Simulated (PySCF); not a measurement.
## Computed properties of CH5ClFNSi, SMILES C(N)[Si@@H](Cl)F

CH5ClFNSi, SMILES NC[Si@H](F)Cl. Geometry: B3LYP-D3(BJ)/def2-SVP. The structure was generated by enumeration; whether it is a known compound was not checked. Other conformers were not sampled. All values are computed for the isolated molecule unless a solvent is named; none is compared with measurement here.

**Structure.** All 24 harmonic modes at B3LYP-D3(BJ)/def2-SVP (PySCF) are real, so it is a minimum. With heavy atoms numbered as in [NH2:1][CH2:2][Si@H:3]([F:4])[Cl:5], the shortest bond between them is N1–C2 at 1.469 Å and the longest Si3–Cl5 at 2.070 Å.

**Vibrations.** The strongest infrared lines (harmonic, unscaled, degenerate partners summed) lie at 846 cm⁻¹ (246 km/mol, H 70 %, N 19 %), 917 cm⁻¹ (165 km/mol, Si 40 %, H 28 %, F 27 %), 731 cm⁻¹ (146 km/mol, H 37 %, Si 31 %, C 27 %). The softest mode is at 77 cm⁻¹ and the zero-point energy is 42.8 kcal/mol.

**Electronic structure.** B3LYP/def2-TZVP (PySCF) places the frontier levels at -6.83 and 0.00 eV, a gap of 6.83 eV, and gives a dipole moment of 1.51 D and a mean polarisability of 57.1 bohr³. PBE/def2-TZVP (PySCF) at the same geometry gives -5.67 and -0.63 eV, so its gap is 1.79 eV narrower. An orbital gap is neither the optical nor the fundamental gap.

**Excitations.** TDA-CAM-B3LYP/def2-SVPD (PySCF) has S1 at 6.03 eV (205 nm, f = 0.033, weak); the most intense of the 10 singlets computed lies at 8.54 eV (f = 0.14). T1 (TDA) is at 5.63 eV, 0.40 eV under S1. TDA-PBE/def2-SVPD (PySCF) puts S1 at 5.25 eV. No vertical singlet excitation falls in the visible range (under 3.1 eV).

**NMR.** GIAO shifts at HF/pcSseg-1 (PySCF) (non-relativistic, atoms alike by connectivity averaged): ¹³C at 30.7 ppm against TMS; ¹H from 0.6 to 5.0 ppm against TMS; ²⁹Si at 2.6 ppm against TMS; ¹⁹F at -142.4 ppm against CFCl3. Without spin–orbit terms, shifts of atoms bonded to Cl or Br come out too high.

**Solvation.** SMD-PBE0/6-31G* (PySCF) gives -4.2 kcal/mol in water, -7.2 kcal/mol in methanol, -5.7 kcal/mol in dimethylsulfoxide (1 M in both phases, gas-phase geometry); of these solvents methanol holds the molecule best.
